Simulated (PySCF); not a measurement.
Work out the structure from these simulated measurements.

Formula: C4H12B2O4.

| Quantity | Value |
| --- | --- |
| Valence photoelectron | vertical ionisation energy: 9.54 eV [ΔSCF PBE0/def2-SVPD] |
| UV, first state | lowest singlet excitation: 6.43 eV (193 nm, f = 0.018) [TDDFT PBE0/def2-SVPD] |
| Rotational structure | rotational constants A, B, C: 1.724, 0.799, 0.624 GHz [PBE0-D3(BJ)/def2-SVP] |
| 13C NMR | chemical shifts (computed TMS as zero) by class: 52.6 (4 C) ppm [GIAO PBE0/pcSseg-1] |
| Polarisability | 94.3 au [PBE0/def2-SVPD] |
| Triplet | lowest triplet excitation (Tamm–Dancoff): 5.31 eV [TDA PBE0/def2-SVPD] |

The electronic properties come from PySCF, for the isolated species, density fitting. Levels stand in brackets. The structure is a single PBE0-D3(BJ)/def2-SVP conformer in the gas phase; no vibrational or solvent corrections. Each NMR value is the plain mean over a class of atoms that symmetry, rotation or inversion makes alike.

Q: Propose a structure and show how it fits.

A: Numbering: `[CH3:1][O:2][B:3]([O:4][CH3:5])[B:6]([O:7][CH3:8])[O:9][CH3:10]`. 4 carbons fall into 1 class: methoxy carbon [C1/C5/C8/C10] (52.6 ppm, 4 C, up to 4.0 ppm apart in this geometry). The first electron is taken from the HOMO, whose largest Löwdin shares are 0.21 on a boron-bound oxygen, 0.19 on a three-coordinate boron, 0.18 on a three-coordinate boron and 0.10 on a boron-bound oxygen. The optimised geometry has point group C1 and is an asymmetric top. Structure: `COB(OC)B(OC)OC`. The assignments are read from this structure; whether some other isomer fits the data as well wasn't checked.
